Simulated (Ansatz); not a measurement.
```yaml
crystal:
  periodic: [false, false, false]
  atoms:
    - {symbol: C, position_ang: [-0.145351, 2.922812, -0.076693]}
    - {symbol: C, position_ang: [-1.154363, -0.161669, -0.185516]}
    - {symbol: C, position_ang: [1.138114, -2.356225, 0.410522]}
    - {symbol: Br, position_ang: [-0.084378, -6.391768, 0.132474]}
    - {symbol: H, position_ang: [-1.797706, 4.515340, -0.505917]}
    - {symbol: H, position_ang: [0.977045, 3.463745, 1.908788]}
    - {symbol: H, position_ang: [1.637322, 3.301371, -1.934195]}
    - {symbol: H, position_ang: [-2.997447, -0.370015, 1.440816]}
    - {symbol: H, position_ang: [-2.161480, -0.614674, -2.335750]}
    - {symbol: H, position_ang: [2.675196, -2.279118, -1.404371]}
    - {symbol: H, position_ang: [2.213624, -2.059131, 2.556931]}
basis:
  gaussian: {orbitals: aug-cc-pVTZ}
hamiltonian: {xc: {name: CAM-B3LYP}, pseudopotentials: {relativity: none}}
output: {forces: true}
```

```sh
$ ansatz run in.yaml --threads 4 --pin off --events-out ev --progress --plain --max-ram 10444MiB
```

It prints (some lines left out):

```
Functional definition: CAM-B3LYP
1501 factors; their error is unknown
586 factors; integrals over basis functions are off by at most 8.2e-5 eV
mean field evaluation 1: about -73220.7312 eV, gradient 3.2e1 eV
mean field evaluation 2: about -72942.7913 eV, gradient 2.1e2 eV
mean field evaluation 4: about -73224.2222 eV, gradient 1.9e1 eV
mean field evaluation 8: about -73224.2230 eV, gradient 1.9e1 eV
mean field evaluation 16: about -73227.6541 eV, gradient 1.4e-1 eV
mean field -73227.65430585 eV, -2691.0666602533 hartree, gradient 4.6e-6 eV, S^2 0.000000; 6 other end points of the search recorded, 0 dependent functions left out
reference -73227.65459220 eV, -2691.0666707765 hartree; 30, 30 occupied and 328, 328 virtual orbitals, 1501 factors
Total energy: -73227.65459220 eV, -2691.0666707765 hartree
Atom 0 at    -0.145351     2.922812    -0.076693 Å, force     0.658473     2.359885     0.452371 eV/Å
Atom 1 at    -1.154363    -0.161669    -0.185516 Å, force    -2.597786    -0.558404    -0.591381 eV/Å
Atom 2 at     1.138114    -2.356225     0.410522 Å, force     2.342719     0.543126     0.121027 eV/Å
Atom 3 at    -0.084378    -6.391768     0.132474 Å, force     0.036844     0.209707     0.007093 eV/Å
Atom 4 at    -1.797706     4.515340    -0.505917 Å, force     1.725127    -1.775926     0.555027 eV/Å
Atom 5 at     0.977045     3.463745     1.908788 Å, force    -1.310511    -0.601361    -2.103896 eV/Å
Atom 6 at     1.637322     3.301371    -1.934195 Å, force    -1.111128    -0.342701     1.110196 eV/Å
Atom 7 at    -2.997447    -0.370015     1.440816 Å, force     1.804961     0.165459    -1.703700 eV/Å
Atom 8 at    -2.161480    -0.614674    -2.335750 Å, force     1.007833     0.436537     2.341520 eV/Å
Atom 9 at     2.675196    -2.279118    -1.404371 Å, force    -1.578385    -0.098281     2.140034 eV/Å
Atom 10 at     2.213624    -2.059131     2.556931 Å, force    -0.978146    -0.338042    -2.328291 eV/Å
Dipole moment:     0.043897     1.687310    -0.057923 e Å
```

In this input the geometry is stretched to more than twice its size. Self-consistency was reached. The result belongs to that input, not to the molecule as meant.
